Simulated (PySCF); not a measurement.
B₂O₂, SMILES O=BB=O. Atoms are numbered in the order given.

```xyz
4

O      0.0000     0.0000    -2.0168
B      0.0000     0.0000    -0.8202
B      0.0000     0.0000     0.8202
O      0.0000     0.0000     2.0168
```
Charge 0, spin multiplicity 1.

Geometry optimised at PBE0-D3(BJ)/def2-TZVP. One conformer was computed; it need not be the lowest.

The numbers are results of M06-2X/def2-TZVPD (PySCF), not measurements.

Isolated molecule, no solvent.

```json
{
 "total_energy": "-200.24301 hartree",
 "point_group": "D∞h",
 "highest_occupied_level": "-12.56 eV",
 "lowest_empty_level": "-1.52 eV",
 "orbital_gap": "11.03 eV",
 "dipole_moment": "0.00 D",
 "quadrupole, principal values (traceless, Buckingham form, about the centre of nuclear charge)": "-14.24, 7.12, 7.12 D·Å",
 "mean_static_polarisability": "29.3 bohr³ (4.34 Å³)",
 "polarisability_principal_values": "22.5, 22.5, 43.0 bohr³"
}
```
